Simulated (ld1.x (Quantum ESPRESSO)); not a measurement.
**u(r) = r·R(r): atom against pseudo-atom (zirconium (Zr))**

Columns: radius, all-electron u(r) and pseudo u(r) of the 5s shell (level -9.94 eV) of zirconium in the configuration [Kr] 4d2 5s1 5p0; PBE, scalar-relativistic, ultrasoft scheme, ld1.x (Quantum ESPRESSO) 7.5.

```tsv
r (bohr)	all-electron	pseudo
0.230	0.0834	0.0514
0.460	0.0995	0.1040
0.690	-0.1908	0.1587
0.920	-0.3038	0.2160
1.150	-0.2312	0.2758
1.380	-0.0656	0.3369
1.610	0.1199	0.3980
1.840	0.2865	0.4565
2.070	0.4187	0.5100
2.300	0.5143	0.5556
2.530	0.5762	0.5906
2.760	0.6097	0.6127
2.990	0.6202	0.6204
3.220	0.6129	0.6129
3.450	0.5921	0.5921
3.680	0.5618	0.5618
3.910	0.5252	0.5252
4.140	0.4852	0.4852
4.370	0.4437	0.4437
4.600	0.4024	0.4024
4.830	0.3624	0.3624
5.060	0.3243	0.3243
5.290	0.2887	0.2887
5.520	0.2557	0.2557
5.750	0.2255	0.2255
5.980	0.1981	0.1981
```

Question: How many radial nodes do the two functions have?

Answer: The all-electron 5s function has n − l − 1 = 4 (the table is too coarse to show those close to the nucleus); the pseudo-wave has 0, since the states of the same l below it are removed with the core.

Question: At about which radius was the pseudo-wave matched?

Answer: 3.10 bohr, where the columns begin to agree (steps of 0.23 bohr).

Question: Is the pseudo-wave norm-conserving?

Answer: No, it belongs to an ultrasoft set: the norm inside the radius is not constrained, and the difference is carried by the augmentation charge.
